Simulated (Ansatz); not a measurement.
Ansatz (an electronic-structure program) input (CCSD(T)/def2-SVPD):

Ansatz 0.2 input:
```yaml
crystal:
  periodic: [false, false, false]
  atoms:
    - {symbol: Ge, position_ang: [-0.13787901, -0.70653447, -0.11847276]}
    - {symbol: O, position_ang: [1.70995650, -0.50860189, -0.37761207]}
    - {symbol: Cl, position_ang: [-0.66448713, 1.62851734, 0.29063880]}
    - {symbol: H, position_ang: [-0.04865765, -0.97579602, 1.49866258]}
    - {symbol: H, position_ang: [2.07741535, -0.03108058, 0.37250271]}
basis:
  gaussian:
    orbitals: def2-SVPD
total_charge: -1
magnetization: {spin_polarized: false}
correlation: {method: ccsd_t, electrons: outside_noble_gas}
output: {forces: true}
```

Output:

```
Functional definition: HF
integrals: 0.14 GiB planned
990 factors; integrals over basis functions are off by at most 1.2e-3 eV
mean field: 0.46 GiB planned
mean field evaluation 1: about -71035.1170 eV, gradient 1.9e1 eV
mean field evaluation 2: about -71035.1844 eV, gradient 1.9e1 eV
mean field evaluation 4: about -71036.1974 eV, gradient 2.7e0 eV
mean field evaluation 8: about -71036.2225 eV, gradient 2.1e-1 eV
mean field evaluation 16: about -71035.9330 eV, gradient 9.7e0 eV
mean field -71036.22294537 eV, -2610.5330431611 hartree, gradient 7.8e-6 eV, S^2 0.000000; 0 other end points of the search recorded, 0 dependent functions left out
20 core orbitals not correlated
reference -71036.22294537 eV, -2610.5330431611 hartree; 10, 10 occupied and 74, 74 virtual orbitals, 990 factors
densities: 0.45 GiB planned
second order -12.40206029 eV of doubles, -0.00000000 eV of singles
coupled cluster: 0.33 GiB planned
cycle   1  -12.75252383 eV  change   -3.5e-1 eV  update   9.9e-2
cycle   2  -13.08325135 eV  change   -3.3e-1 eV  update   3.1e-2
cycle   3  -13.18127033 eV  change   -9.8e-2 eV  update   1.7e-2
cycle   4  -13.17686887 eV  change    4.4e-3 eV  update   4.1e-3
cycle   5  -13.17438611 eV  change    2.5e-3 eV  update   1.9e-3
cycle   6  -13.17498572 eV  change   -6.0e-4 eV  update   6.3e-4
cycle   7  -13.17491646 eV  change    6.9e-5 eV  update   2.8e-4
cycle   8  -13.17484116 eV  change    7.5e-5 eV  update   1.0e-4
cycle   9  -13.17486564 eV  change   -2.4e-5 eV  update   4.2e-5
cycle  10  -13.17487060 eV  change   -5.0e-6 eV  update   1.6e-5
cycle  11  -13.17486236 eV  change    8.2e-6 eV  update   6.1e-6
perturbative correction -0.40655219 eV, -0.0149405173 hartree
the calculation of the forces begins
Total energy: -71049.80435991 eV, -2611.0321509396 hartree
Atom 0 at    -0.137879    -0.706534    -0.118473 Å, force    -0.288808    -0.257573     0.120236 eV/Å
Atom 1 at     1.709957    -0.508602    -0.377612 Å, force     0.102864    -0.011547    -0.149188 eV/Å
Atom 2 at    -0.664487     1.628517     0.290639 Å, force     0.005218     0.114380     0.024210 eV/Å
Atom 3 at    -0.048658    -0.975796     1.498663 Å, force     0.004526     0.052155    -0.163318 eV/Å
Atom 4 at     2.077415    -0.031081     0.372503 Å, force     0.176201     0.102585     0.168059 eV/Å
Dipole moment:     0.076786    -0.264902     0.107264 e Å
```

It need not be the lowest isomer of its formula. Whether it binds its extra electron was not tested at this geometry.
